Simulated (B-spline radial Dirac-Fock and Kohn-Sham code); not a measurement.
## What relativity does to the binding energies of Sn⁴⁶⁺

System: tin as Sn⁴⁶⁺, [He] 2s2.

Both columns are ΔSCF binding energies of the configuration average from an atomic code on a B-spline grid: non-relativistic Hartree-Fock with a point nucleus, and Dirac-Fock with a finite nucleus and the Coulomb interaction alone, averaged over the two j levels with weights 2j+1.

```
shell  Hartree-Fock (eV)  Dirac-Fock (eV)  shift (eV)  shift (%)
   1s            32638.6          33773.1    +1134.53      +3.48
   2s             7770.0           8106.7     +336.64      +4.33
```

Relativity binds 1s, 2s more strongly, among those listed most of all 2s in relative terms.

Values without a named source are computed, but for edge energies of neutral atoms, which are taken from tables.
